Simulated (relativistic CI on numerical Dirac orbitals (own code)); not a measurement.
# Ce XXIX: sensitivity of the levels to the model

Base calculation: Dirac-Coulomb-Breit CI, KLI orbitals optimised for each configuration, model QED (radiative potential, 1s self-energy scaled to tabulated hydrogen-like ionisation energies), unscaled Slater integrals.

Configuration list (outside the closed core [Ar]): 3d10.4s2, 3d10.4s.4p, 3d10.4p2, 3d10.4s.4d, 3d10.4d2, 3d10.4s.4f, 3d10.4p.4d, 3d10.4f2, 3d10.4p.4f, 3d10.4d.4f, 3d10.4s.5s, 3d10.4s.5p, 3d10.4s.5d, 3d10.4s.5f, 3d10.4s.5g, 3d10.4s.6s, 3d10.4s.6p, 3d10.4s.6d, 3d10.4s.6f, 3d10.4s.7s, 3d9.4s2.4p, 3d9.4s2.4d, 3d9.4s2.4f, 3d9.4s2.5s, 3d9.4s2.5p, 3d9.4s2.5d. Double excitations out of closed p, d and f shells are left out; levels of such configurations are missing from the list, as are those of other unlisted configurations, and high levels can miss mixing partners. These lack a partner that the ground configuration has and come out too high: 3d9.4s2.4p, 3d9.4s2.4d, 3d9.4s2.4f, 3d9.4s2.5s, 3d9.4s2.5p.

Variants: (1) P86 correlation estimate; (2) configuration mixing switched off; (3) one mean potential for all configurations. Shifts of the energy above 3d10.4s2 1S_0, in cm⁻¹, for the lowest level and the first level of each name with at least 55 % of one term (blank where a level changes its place among those of its configuration and J or its character, or is not in the variant):

```tsv
Level	Base	Δ(1)	Δ(2)	Δ(3)
3d10.4s2 1S_0	0	0	0	0
3d10.4s.4p 3P°_0	429122	+591	-13335	+144
3d10.4s.4p 3P°_1	460033	+593	-10991	+157
3d10.4s.4p 3P°_2	644397	+591	-13135	+139
3d10.4s.4p 1P°_1	751046	+607	+2128	+225
3d10.4p2 3P_0	996793	+1158	-13972	+288
3d10.4p2 3P_1	1179796	+1162	-12584	+278
3d10.4p2 1D_2	1185522	+1168	+7972	+270
3d10.4p2 3P_2	1387060	+1172	+11283	+250
3d10.4p2 1S_0	1469002	+1161	-10693	+275
3d10.4s.4d 3D_1	1484408	+1280	-12830	+101
3d10.4s.4d 3D_2	1498553	+1281	-15177	+102
3d10.4s.4d 3D_3	1527461	+1282	-12630	+96
3d10.4s.4d 1D_2	1614820	+1301	-43385	+134
```

At this charge energies of transitions that change n are usually good to better than 1 %, and those within a shell (Δn = 0) to a few per cent.

Ionisation energy from the two ground configurations alone: base 1059.2 eV; P86 correlation estimate 1060.06 eV. The NIST ASD value (theoretical) is 1060 eV.

LS names give the leading component of a level, which can be under half, so a name can repeat, a term be missing and a line seem to break the LS rules.
